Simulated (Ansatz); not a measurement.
Start from `N[Si@H](F)O[Si@@H](N)O` and change one atom or group to get `N[Si@H](O)O[Si@@H](N)O`.

Ansatz, PBE0-D4/def2-TZVP geometries, multiplicity 1. Each molecule was computed in one conformer, which needn't be the lowest.

```tsv
property	`N[Si@H](F)O[Si@@H](N)O`
HOMO energy (B3LYP/def2-TZVPP) / eV	-7.42
HOMO energy (PBE/def2-TZVPP) / eV	-6.20
LUMO energy (ωB97M-V/def2-TZVPP) / eV	2.28
LUMO energy (PBE/def2-TZVPP) / eV	0.07
HOMO energy (PBE0/def2-TZVPP) / eV	-7.66
LUMO energy (PBE0/def2-TZVPP) / eV	0.90
```

Question: What does the change do to each property? (An estimate is asked.)

Answer: Computed: 
```
                             property  `N[Si@H](O)O[Si@@H](N)O`  shift
  HOMO energy (B3LYP/def2-TZVPP) / eV                     -7.26   0.16
    HOMO energy (PBE/def2-TZVPP) / eV                     -6.04   0.16
LUMO energy (ωB97M-V/def2-TZVPP) / eV                      2.18  -0.10
    LUMO energy (PBE/def2-TZVPP) / eV                     -0.05  -0.12
   HOMO energy (PBE0/def2-TZVPP) / eV                     -7.50   0.16
   LUMO energy (PBE0/def2-TZVPP) / eV                      0.80  -0.10
```

With PBE0 the HOMO rises by 0.16 eV and the LUMO falls by 0.10 eV, so the gap narrows by about 0.26 eV. PBE moves the HOMO by 0.16 eV and ωB97M-V by 0.16 eV.

B3LYP here is the variant with VWN-RPA as its local correlation; programs differ in this.
